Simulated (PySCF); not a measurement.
# One molecule, several mistakes: BH2OSi

These are calculations, not measurements. They come from PySCF 2.14.0, an open-source quantum chemistry program, on an isolated molecule that a program drew, which may never have been made. The molecule is BH2OSi (charge 0, doublet), drawn as the SMILES string `O=B[SiH2]`.

Each row is a Hartree-Fock (HF) and frozen-core CCSD(T) single point in the cc-pV(D+d)Z basis, meant for a local HF minimum. Run 1 is clean. Each other run has one planted mistake out of seven kinds, and not every kind appears here: one electron removed, one electron added, multiplicity raised by two, geometry at a saddle point, minimal basis STO-3G, one bond length entered in bohr, all coordinates scaled. The reference is restricted for singlets and unrestricted otherwise, and also for a bond in bohr. Adding or removing an electron swaps singlet and doublet. Electrons count all cores. HOMO and LUMO are orbital energies over both spins, the gradient is its largest component, and the lowest frequency (negative if imaginary) is given only where the gradient is small. Bond lengths are over the 4 bonds as drawn. T1 is the CCSD diagnostic: over 0.02 (restricted) or 0.045 (unrestricted) a single reference is doubtful.

Geometry of the clean run:
```xyz
5
BH2OSi, angstrom
O    -3.1049    1.0579   -0.3839
B    -2.2876    1.6354    0.2540
Si   -0.8892    2.6531    1.2664
H     0.1848    1.7544    1.7315
H    -1.4931    3.4270    2.3681
```

```
run,electrons,basis functions,<S^2>,HOMO (eV),LUMO (eV),gradient (hartree/bohr),lowest frequency (cm^-1),mean bond (Å),longest bond (Å),T1,HF (hartree),CCSD(T) (hartree),mistake
1,29,61,0.757,-9.97,0.23,3.3e-05,303,1.5355,2.004,0.0207,-389.66437,-390.04365,no fault
2,29,61,0.756,-10.16,0.03,8.1e-02,-,1.6307,2.128,0.0239,-389.64631,-390.03473,all coordinates scaled
3,29,61,3.767,-6.22,-3.52,4.0e-02,-,1.5355,2.004,0.0658,-389.39881,-389.77047,multiplicity raised by two
4,28,61,0.000,-19.09,-8.37,4.2e-02,-,1.5355,2.004,0.0254,-389.32745,-389.70521,one electron removed
5,30,61,0.000,-1.36,8.55,3.9e-02,-,1.5355,2.004,0.0184,-389.68235,-390.08814,one electron added
6,29,21,0.758,-7.08,5.55,2.2e-02,-,1.5355,2.004,0.0202,-384.98279,-385.15897,?
```

**Which mistake was planted in run 6, and what did it cost?**

It has 21 basis functions where the clean run has 61, with the same electrons and geometry. So the mistake is: minimal basis STO-3G. Subtracting run 1 and multiplying by 627.51 kcal/mol a hartree, the energy moved by 2937.7 kcal/mol in HF and 3065.2 kcal/mol in CCSD(T).

Cautions from the logs. Run 3: T1 is over the limit, so its CCSD(T) energy is less reliable; run 4: T1 is over the limit, so its CCSD(T) energy is less reliable.
